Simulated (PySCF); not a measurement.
Vertical excitations of a molecule C₅H₈O from TDDFT-PBE/def2-SVPD run with PySCF, as energy in eV (oscillator strength): 5.06 (0.030), 5.53 (0.007), 5.89 (0.003), 6.12 (0.000), 6.53 (0.001), 6.66 (0.006), 6.81 (0.296), 6.89 (0.000), 6.98 (0.000), 7.03 (0.001). Lowest triplet (TDA): 4.07 eV. The structure is a stationary point at PBE0-D3(BJ)/def2-SVP. The values are those of a single conformer.

Q: Which molecule gave these data?
(A) CC=C1COC1
(B) C1=CCOCC1
(C) CC1=COCC1
(D) CC1=CCOC1

A: A, CC=C1COC1
